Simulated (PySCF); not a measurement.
The vertical singlet excitations below were computed for one of the candidates. Level of theory: TDDFT PBE0/def2-SVPD, vertical, gas phase, core orbitals frozen in the response in PySCF 2.14.0, density-fitted response routines. Geometries: GFN2-xTB, one conformer each.

```csv
state,E (eV),λ (nm),f
S1,6.34,195.5,0.0016
S2,6.95,178.4,0.031
S3,7.44,166.6,0.032
S4,7.46,166.1,0.021
S5,7.62,162.8,0.0069
S6,7.65,162.1,0.0036
```

Orbital energies (eV): HOMO-3 -10.27, HOMO-2 -9.50, HOMO-1 -8.88, HOMO -8.70, LUMO -0.74, LUMO+1 -0.19, LUMO+2 0.15.

Question: Which candidate is it? All have the formula C5H4FNO.
A. `[H]/N=C\C1=CC=C(F)O1`
B. `N#C[C@H](F)OC1C=C1`
C. `N#CC/C(F)=C/C=O`

Answer: B. Its S1, at 6.34 eV, is the highest among the candidates; the nearest of the others has S1 at 4.54 eV. S1 is HOMO-1→LUMO (88%). Löwdin shares by element: HOMO carbon 74% or more, oxygen 12%; LUMO carbon 74% or more, hydrogen 14% or more. At the same level the other candidates give, for their lowest levels:
- `[H]/N=C\c1ccc(F)o1`: 4.54 eV (f 0.002); 4.90 eV (f 0.377); 6.33 eV (f 0.007); 6.35 eV (f 0.001); 6.71 eV (f 0.001); T1 3.01 eV; HOMO -6.93, LUMO -1.58 eV
- `N#CC/C(F)=C/C=O`: 3.57 eV (f 0.000); 5.96 eV (f 0.484); 6.69 eV (f 0.002); 6.73 eV (f 0.007); 6.84 eV (f 0.008); T1 3.02 eV; HOMO -7.98, LUMO -2.42 eV

Shape of the structure used: `[N:1]#[C:2][C@H:3]([F:4])[O:5][CH:6]1[CH:7]=[CH:8]1`: C2–C3–O5–C6 -169°, C3–O5–C6–C7 -79°.
Triplets come from the Tamm–Dancoff approximation.
